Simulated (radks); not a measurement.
Ionisation of neutral argon, [Ar], to [Ne] 3s2 3p5 as the strength of local exchange is varied. All-electron calculation, Dirac Kohn-Sham, Slater X-alpha exchange (alpha = 2/3 is LDA exchange), no correlation, spin-unpolarised, spherical densities, point nucleus. Program: a radial shooting solver on a logarithmic mesh with Libxc functionals.

| alpha | E(Ar) (hartree) | exchange (hartree) | IE (eV) | -e of the level emptied (eV) | <r> of it (bohr) |
|---|---|---|---|---|---|
| 0.59 | -523.18826 | -24.55671 | 13.625 | 8.052 (3p3/2) | 1.717 |
| 0.667 | -526.40178 | -27.91158 | 14.710 | 9.012 (3p3/2) | 1.685 |
| 0.748 | -529.80091 | -31.47775 | 15.889 | 10.067 (3p3/2) | 1.654 |
| 0.813 | -532.54243 | -34.36690 | 16.865 | 10.946 (3p3/2) | 1.629 |
| 0.821 | -532.88069 | -34.72417 | 16.987 | 11.056 (3p3/2) | 1.627 |
| 1.043 | -542.34171 | -44.78531 | 20.517 | 14.278 (3p3/2) | 1.552 |
| ? | -536.18854 | -38.22687 | 18.194 | 12.151 (3p3/2) | 1.599 |

Which alpha was used in the last row?

Answer. alpha = 0.899. NIST Atomic Spectra Database: 15.760 eV (measured). The Delta-SCF value meets it near alpha = 0.74. Spin polarisation and multiplet splitting are left out, so open shells lie too high by an amount that depends on their filling.

Beside tabulated values, note that spin-unpolarised runs miss the spin-polarisation part of the exchange energy of open shells.
